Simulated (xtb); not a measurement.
C5H7FO2, charge -1, doublet, geometry from GFN2-xTB of the parent state (a state made from the parent by changing its charge; the spin is typed, not shown lowest); xtb with GFN1-xTB.

The xtb input:
```
$ xtb mol.xyz --gfn 1 --chrg -1 --uhf 1 --json

# file mol.xyz
15

C      2.81484351     0.10214238     0.20729221
C      1.57603227     0.33824942    -0.19638991
F      1.31769639     1.20613037    -1.19065490
C      0.37459893    -0.31786650     0.39606849
O      0.43945284    -1.11979645     1.29496247
O     -0.74744258     0.08674685    -0.18163158
C     -1.96191225    -0.48166286     0.31183832
C     -3.11708435     0.10709106    -0.47434626
H      2.97996800    -0.59826716     1.00475553
H      3.66018044     0.59226715    -0.24122343
H     -1.91089698    -1.57044941     0.19851780
H     -2.04567103    -0.25597186     1.38092592
H     -3.13956817     1.18668293    -0.35415745
H     -3.00546371    -0.12126394    -1.53069104
H     -4.05276683    -0.31149520    -0.11565748
```

Problem. Predict the main parts of the log of this xtb run.

Solution. 
```
   ID    Z sym.   atoms
    1    6 C      1, 2, 4, 7, 8
    2    9 F      3
    3    8 O      5, 6
    4    1 H      9-15

           -------------------------------------------------
          |                Calculation Setup                |
           -------------------------------------------------

           -------------------------------------------------
          |                 G F N 1 - x T B                 |
           -------------------------------------------------

          ...................................................
          :                      SETUP                      :
          :.................................................:
          :  # basis functions                  46          :
          :  # atomic orbitals                  46          :
          :  # shells                           30          :
          :  # electrons                        47          :
          :  # halogen bonds                     0          :
          :  max. iterations                   250          :
          :  Hamiltonian                  GFN1-xTB          :
          :  restarted?                      false          :
          :  GBSA solvation                  false          :
          :  PC potential                    false          :
          :  electronic temp.          300.0000000     K    :
          :  accuracy                    1.0000000          :
          :  -> integral cutoff          0.2500000E+02      :
          :  -> integral neglect         0.1000000E-07      :
          :  -> SCF convergence          0.1000000E-05 Eh   :
          :  -> wf. convergence          0.2000000E-04 e    :
          :  Broyden damping             0.4000000          :
          :  net charge                         -1          :
          :  unpaired electrons                  1          :
          ...................................................

 iter      E             dE          RMSdq      gap      omega  full diag
   1    -29.2222948 -0.292223E+02  0.869E+00    2.02       0.0  T
   2    -29.3205393 -0.982445E-01  0.511E+00    1.80       1.0  T
   3    -29.3147164  0.582296E-02  0.147E+00    1.13       1.0  T
   4    -29.3231513 -0.843490E-02  0.342E-01    1.15       1.0  T
   5    -29.3251756 -0.202432E-02  0.578E-02    1.20       1.0  T
   6    -29.3252109 -0.353352E-04  0.139E-02    1.23       1.9  T
   7    -29.3252115 -0.621155E-06  0.479E-03    1.24       5.4  T
[...]
         :: total energy             -29.059485181743 Eh    ::
[...]
     6O    -0.45974 -0.54129   1.681  4.778  0.000
     7C     0.21256  0.13012   0.986  2.802  0.000
     8C    -0.09802 -0.24720   1.006  3.093  0.000
     9H     0.01112  0.06905   0.989  0.000  0.000
    10H    -0.01376  0.04107   1.014  0.000  0.000
    11H     0.01163  0.07680   0.988  0.000  0.000
    12H     0.01163  0.07680   0.988  0.000  0.000
    13H     0.02669  0.08108   0.973  0.000  0.000
    14H     0.02669  0.08108   0.973  0.000  0.000
    15H    -0.00023  0.05208   1.000  0.000  0.000

Wiberg/Mayer (AO) data.
largest (>0.10) Wiberg bond orders for each atom

 ---------------------------------------------------------------------------
     #   Z sym  total        # sym  WBO       # sym  WBO       # sym  WBO
 ---------------------------------------------------------------------------
     1   6 C    3.743 --     2 C    1.540    10 H    0.981     9 H    0.977
                             4 C    0.122
     2   6 C    3.778 --     1 C    1.540     4 C    1.188     3 F    0.880
                             5 O    0.115
     3   9 F    0.988 --     2 C    0.880
     4   6 C    3.799 --     5 O    1.465     2 C    1.188     6 O    0.963
                             1 C    0.122
     5   8 O    1.779 --     4 C    1.465     2 C    0.115
     6   8 O    2.093 --     4 C    0.963     7 C    0.942
     7   6 C    3.935 --     8 C    1.016    11 H    0.973    12 H    0.973
                             6 O    0.942
     8   6 C    3.996 --     7 C    1.016    15 H    0.990    14 H    0.987
                            13 H    0.987
     9   1 H    1.013 --     1 C    0.977
    10   1 H    1.006 --     1 C    0.981
    11   1 H    1.026 --     7 C    0.973
    12   1 H    1.026 --     7 C    0.973
    13   1 H    1.011 --     8 C    0.987
    14   1 H    1.011 --     8 C    0.987
    15   1 H    1.009 --     8 C    0.990
 ---------------------------------------------------------------------------

Topologies differ in total number of bonds
Writing topology from bond orders to xtbtopo.mol

 dipole moment from electron density (au)
     X       Y       Z
  -2.4908   0.2914  -0.6078  total (Debye):    6.559

           -------------------------------------------------
          | TOTAL ENERGY              -29.059485181743 Eh   |
          | GRADIENT NORM               0.207971854813 Eh/α |
          | HOMO-LUMO GAP               1.239096148309 eV   |
           -------------------------------------------------

normal termination of xtb
```
